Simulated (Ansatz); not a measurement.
Ag, charge +1, singlet (core potentials on Ag); BLYP/def2-SVPD in Ansatz (a program for electronic structure).

Input for Ansatz:
Ansatz 0.2 input:
```yaml
crystal:
  periodic: [false, false, false]
  atoms:
    - {symbol: Ag, position_ang: [0.00000000, 0.00000000, 0.00000000]}
basis:
  gaussian:
    orbitals: def2-SVPD
hamiltonian:
  xc: blyp
total_charge: 1
```

Output, abridged:

```
Functional definition: BLYP
280 factors; their error is unknown
mean field evaluation 1: about -3982.1177 eV, gradient 5.4e1 eV
mean field evaluation 2: about -3934.7318 eV, gradient 1.6e2 eV
mean field evaluation 4: about -3989.4769 eV, gradient 6.1e-1 eV
mean field evaluation 8: about -3989.4716 eV, gradient 1.4e-3 eV
mean field -3989.47158066 eV, -146.6103764281 hartree, gradient 2.8e-5 eV, S^2 0.000000; 0 other end points of the search recorded, 0 dependent functions left out
reference -3989.47172309 eV, -146.6103816626 hartree; 9, 9 occupied and 25, 25 virtual orbitals, 280 factors
Total energy: -3989.47172309 eV, -146.6103816626 hartree
```
